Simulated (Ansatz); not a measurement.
`[SiH3][SiH2][NH][GeH3]` + `OBF` → `FBO[SiH2][SiH3]` + `[NH2][GeH3]`  (ligand exchange at the Si–N bond)

Calculated with Ansatz (gas phase, PBE0-D4/def2-TZVP geometries, no zero-point term in ΔE). CCSD(T)/CBS adds triple-zeta CCSD(T) − MP2 to the extrapolated MP2 energy (def2 sets, frozen cores). This one scheme is used for every species. DFT in def2-TZVPP. B3LYP here is the variant with VWN-RPA as its local correlation; programs differ in this. For Ge outer-core shells are correlated without core-valence functions, which leaves a few kJ/mol of doubt a bond. Scalar relativity is left out up to krypton. Each species was taken in one conformer, which may not be the lowest.

```
             level  ΔE (kcal/mol)  difference from CCSD(T)/CBS
            PBE-D4           -5.6                          0.9
         r2SCAN-D4           -7.2                         -0.7
           PBE0-D4           -5.7                          0.8
          B3LYP-D4           -7.1                         -0.6
           ωB97X-V           -7.1                         -0.6
           ωB97M-V           -6.9                         -0.4
            B2PLYP           -7.2                         -0.7
               PBE           -6.1                          0.4
            r2SCAN           -7.3                         -0.8
              PBE0           -6.1                          0.4
             B3LYP           -7.8                         -1.3
     HF/def2-TZVPP           -9.0                         -2.5
    MP2/def2-TZVPP           -5.8                          0.7
SCS-MP2/def2-TZVPP           -6.6                         -0.1
   CCSD/def2-TZVPP           -6.6                         -0.1
CCSD(T)/def2-TZVPP           -6.2                          0.3
     HF/def2-QZVPP           -9.2                         -2.7
    MP2/def2-QZVPP           -6.1                          0.4
SCS-MP2/def2-QZVPP           -6.8                         -0.3
      HF/CBS(def2)           -9.2                         -2.7
     MP2/CBS(def2)           -6.1                          0.4
    CCSD/CBS(def2)           -6.9                         -0.4
       CCSD(T)/CBS           -6.5                            0
```

Largest T1 diagnostic among the species: 0.013.

In def2-TZVPP, CCSD(T) changes the Hartree–Fock value by +2.7 kcal/mol (the triples alone add +0.4 kcal/mol) and MP2 by +3.1 kcal/mol.
